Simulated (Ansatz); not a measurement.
Cartesian coordinates in Å:
```
O 2.971 -1.996 -2.242
Cu 1.669 -1.183 -1.343
N 0.398 -0.265 -0.297
C 0.790 0.471 0.751
C -0.098 1.163 1.551
C -1.451 1.099 1.264
C -1.862 0.340 0.181
C -0.912 -0.324 -0.571
H 2.640 -2.503 -2.986
H 1.855 0.496 0.944
H 0.275 1.742 2.386
H -2.173 1.631 1.872
H -2.907 0.256 -0.087
H -1.194 -0.927 -1.425
```

Total charge 0; spin multiplicity 1.

Q: List the CAM-B3LYP/def2-TZVPP orbital energies in eV (Ansatz). (Best estimate.)

A: Computed: Occupied: -8790.56, -1057.10, -926.68, -926.61, -926.61, -519.63, -393.52, -281.00, -280.99, -280.45, -280.16, -280.15, -118.18, -77.34, -77.14, -77.11, -29.55, -25.80, -25.42, -24.26, -20.57, -20.44, -17.79, -16.38, -15.75, -14.74, -14.55, -14.35, -12.85, -12.56, -11.64, -11.03, -9.94, -9.33, -9.31, -8.74, -8.73, -8.35, -7.27, -7.06. Lowest empty: -0.95, -0.31, 1.10, 1.96, 2.25, 2.71, 2.98, 3.34.
